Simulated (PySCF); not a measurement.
C₂H₁₀O₄SSi₂, SMILES C[Si](C)(O)S[Si](O)(O)O, singlet, GFN2-xTB optimised geometry.

```
19

Si     0.91    -0.28     0.00
O      0.42     1.26     0.00
O      2.52    -0.28     0.00
O      0.33    -1.04    -1.30
S      0.19    -1.28     1.78
Si    -1.91    -1.15     1.41
C     -2.55     0.63     1.56
C     -2.79    -2.33     2.61
O     -2.12    -1.67    -0.15
H      0.91     1.90     0.52
H      2.99    -1.11     0.00
H     -0.58    -1.34    -1.26
H     -2.37     1.03     2.55
H     -2.06     1.27     0.84
H     -3.62     0.69     1.38
H     -2.49    -3.36     2.44
H     -3.87    -2.27     2.50
H     -2.55    -2.08     3.64
H     -2.99    -1.90    -0.46
```

Density from PBE0/def2-SVP (PySCF) at that geometry.

Minimum of the electron density along straight lines between bonded atoms, close to the bond critical point (lines longer than 1.1 times the sum of covalent radii, or with two minima, are not listed):

```tsv
bond	length / Å	ρ at the minimum / e bohr⁻³	∇²ρ there / e bohr⁻⁵	position (fraction from the first atom)
Si1–O2	1.620	0.133	1.12	0.41
Si1–O3	1.615	0.135	1.13	0.41
Si1–O4	1.610	0.138	1.15	0.41
Si1–S5	2.163	0.090	0.15	0.35
S5–Si6	2.142	0.093	…	0.64
Si6–C7	1.901	0.114	0.31	0.38
Si6–C8	1.894	0.114	0.31	0.38
Si6–O9	1.654	0.121	0.98	0.41
O2–H10	0.954	0.356	-2.47	0.82
O3–H11	0.953	0.356	-2.52	0.82
O4–H12	0.961	0.344	-2.61	0.83
C7–H13	1.085	0.272	-0.97	0.62
C7–H14	1.086	0.273	-1.00	0.63
C7–H15	1.086	0.270	-0.95	0.62
C8–H16	1.085	0.272	-0.98	0.63
C8–H17	1.086	0.271	-0.96	0.62
C8–H18	1.083	0.273	-0.99	0.63
O9–H19	0.954	0.354	-2.45	0.82
```

**Question.** Fill in the missing entries.

**Answer.** 
- S5–Si6, ∇²ρ there / e bohr⁻⁵: 0.16
